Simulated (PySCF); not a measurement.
## How methods differ on the ionisation energy of Sb³³⁺

Sb³³⁺ [Ar] (1S) → Sb³⁴⁺ [Ne] 3s2 3p5 (2P), as a difference of total energies. Calculation: PySCF 2.14, in an even-tempered Gaussian basis (18 s from 5.3 bohr⁻², ratio 2.5; 12 p from 6.9 bohr⁻², ratio 2.5; 5 d from 32 bohr⁻², ratio 2.7; 4 f from 47 bohr⁻², ratio 2.7); scalar relativity by spin-free X2C-1e. Correlated levels: outer shells: 1s2 frozen; virtual orbitals above 40 to 60 times the deepest correlated orbital energy dropped. The calculations carry no spin-orbit coupling.

| method | ionisation energy (eV) |
| --- | --- |
| UHF | 2210.3 |
| LDA | 2211.5 |
| PBE | 2211.7 |
| PBE0 | 2211.9 |
| r2SCAN | 2212.5 |
| PBEsol | 2211.3 |
| M06-2X | 2212.3 |
| MP2 (outer shells) | 2211.3 |
| SCS-MP2 (outer shells) | 2211.1 |

A first-order spin-orbit estimate (lowest level to lowest level, LS coupling) adds -18.877 eV.

Breit and QED terms and the two-electron picture change are absent.

For comparison: 2190 ± 5 eV (theoretical estimate listed by NIST; NIST Atomic Spectra Database, ionization energies).
